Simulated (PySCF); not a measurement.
This PySCF input asks for the NMR shieldings of `C=[CH][Ge]([CH]=C)([CH]=C)[CH]=C`, C8H12Ge; the geometry comes from GFN2-xTB.

```python
import basis_set_exchange as bse
import numpy as np
from pyscf import gto, dft
from pyscf.prop import nmr

atoms = """
C    -1.833713   -1.565202   -2.004314
C    -1.727372   -1.232633   -0.729448
Ge   -0.266104   -0.144247    0.022937
C    -1.050576    1.284324    1.129704
C    -0.678141    2.551535    1.083626
C     0.859962   -1.302691    1.151934
C     1.243296   -0.999596    2.379849
C     0.803143    0.625612   -1.438333
C     2.114055    0.499094   -1.550293
H    -1.108601   -1.237575   -2.733129
H    -2.642869   -2.173499   -2.382554
H    -2.477349   -1.583465   -0.030889
H    -1.832302    0.989966    1.819680
H    -1.122724    3.313901    1.707332
H     0.097231    2.884444    0.410712
H     1.175283   -2.241964    0.714203
H     1.866249   -1.652585    2.974248
H     0.946565   -0.072963    2.846679
H     0.260662    1.192562   -2.185530
H     2.688403   -0.055502   -0.824185
H     2.675983    0.937426   -2.362698
"""
names = dict.fromkeys(["C", "Ge", "H"], "pcSseg-1")
basis = {el: gto.basis.parse(bse.get_basis(n, elements=[el], fmt="nwchem")) for el, n in names.items()}
mol = gto.M(atom=atoms, basis=basis, charge=0, verbose=0)
mf = dft.RKS(mol, xc="PBE0")
mf.grids.level = 2
mf.grids.alignment = dft.numint.BLKSIZE   # the property module wants whole blocks of grid points
mf.conv_tol = 1e-9
mf.kernel()

calc = nmr.RKS(mf)   # GIAO
C = mf.mo_coeff
Co = C[:, mf.mo_occ > 0]
resp = mf.gen_response(singlet=True, hermi=2)
def vind(x):   # induced exchange potential for any number of trial vectors
    d = np.einsum("pi,xij,qj->xpq", C, 2 * x.reshape(-1, C.shape[1], Co.shape[1]), Co, optimize=True)
    return np.einsum("xpq,pi,qj->xij", resp(d - d.transpose(0, 2, 1)), C, Co, optimize=True).ravel()
mo1, _ = nmr.rhf.solve_mo1(calc, with_cphf=vind)
sigma = calc.kernel(mo1)
for i, s in enumerate(sigma):   # ppm
    print("%2d %-2s %9.2f" % (i, mol.atom_pure_symbol(i), np.trace(s) / 3))
```

Question: What does it print?

Answer: 
```
 0 C      47.63
 1 C      40.81
 2 Ge   1385.59
 3 C      43.53
 4 C      44.96
 5 C      42.57
 6 C      44.24
 7 C      45.33
 8 C      41.85
 9 H      25.67
10 H      25.25
11 H      25.10
12 H      25.13
13 H      25.13
14 H      25.66
15 H      25.22
16 H      25.12
17 H      25.60
18 H      25.04
19 H      25.53
20 H      24.99
```

These numbers come from an equivalent density-fitted implementation of the same equations, which agrees with the script to about 0.01 ppm for H and up to a few tenths of a ppm for heavy atoms, so last digits may differ.

Relativistic effects, spin–orbit coupling among them, are left out; they matter for Ge and for the light atoms bonded to it.

Size and cost of the density-fitted run: 237 basis functions, 84 s wall time on 1 thread of an Arm Neoverse V1, shared host.
